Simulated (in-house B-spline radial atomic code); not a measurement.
Results of a calculation; reference values are marked as such.
## Ghost states of the separable form: Mn

Mn, [Ar] 3d5 4s2, non-relativistic PBE, spherical and spin-unpolarised, from a B-spline radial code for spherical atoms (atomic units; all potentials screened as in the neutral atom).

Troullier-Martins channels: 4s (ε = -0.1848, r_c = 2.61 bohr), 3d (ε = -0.2576, r_c = 2.17 bohr). In the Kleinman-Bylander form one channel serves as the local potential, and each other channel l becomes |δV u><u δV|/<u|δV|u>, with δV = V_l − V_local and u the pseudo-orbital. Its strength is E_KB = <u|δV²|u>/<u|δV|u>. By the analysis of Gonze, Stumpf and Scheffler a spurious state lies below the reference level ε if E_KB > 0 and ε is above the second level of the local potential alone, or if E_KB < 0 and ε is above its first. The table's levels are those of angular momentum l in a sphere of 9 bohr, whose wall can lift a shallow ε a little above its free-atom value.

| local | channel | <u δV u> | <u δV² u> | ε | first local level | second local level |
| --- | --- | --- | --- | --- | --- | --- |
| s | d | -4.5724 | 35.95 | -0.2576 | 0.0934 | 0.3322 |
| d | s | 0.17125 | 1.0554 | -0.1842 | -6.8129 | -0.6446 |

**Question.** Apply the rule to each row.

**Answer.** Local s, channel d: E_KB = -7.86, so ε = -0.2576 is set against 0.0934: no ghost. Local d, channel s: E_KB = +6.16, so ε = -0.1842 is set against -0.6446: a ghost.

Diagonalising the separable Hamiltonian gives:

```
local  channel       three lowest levels  all-electron, two lowest valence levels
    s        d   -0.2576, 0.1103, 0.3819                          -0.2576, 0.1080
    d        s  -3.1381, -0.1842, 0.0945                          -0.1842, 0.0948
```

**Question.** Which choices of local channel are safe?

**Answer.** Free of ghosts: s. With d local the s channel has a ghost 2.95 hartree below ε, since the local potential binds more than one state below ε, and a repulsive term of rank one raises each level at most to the next, so it clears only one of them. Among the safe choices the second level, which tests transfer, is off by at most 2.2 millihartree (s local).
